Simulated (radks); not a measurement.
Problem. Coherent X-ray form factor from a spherical all-electron density. Calculated with a radial shooting solver on a logarithmic mesh with Libxc functionals: Dirac Kohn-Sham, PBEsol, spin-unpolarised, spherical densities, finite nucleus; Fermi nuclear charge, rms radius of each element as measured or else 0.836 A^(1/3) + 0.57 fm.

sin(theta)/lambda (1/angstrom)  f0 (electrons)
0.05                                    25.801
0.1                                     25.222
0.15                                    24.309
0.2                                     23.131
0.25                                    21.767
0.3                                     20.297
0.4                                     17.310
0.5                                     14.579
0.6                                     12.303
0.8                                      9.173
1                                        7.451
1.25                                     6.276
1.5                                      5.472
2                                        4.065

The species is in the configuration that NIST lists as its ground one. Which atom or ion scatters so?

Solution. The zinc ion Zn4+, [Ar] 3d8. Extrapolating in s^2 from the first two rows gives f0(0) = 26.0, near the electron count 26; among species with that count, the fall with angle is slower the higher Z, and the table is that of Z = 30; from so few rows the species is fixed only to a neighbour or two.
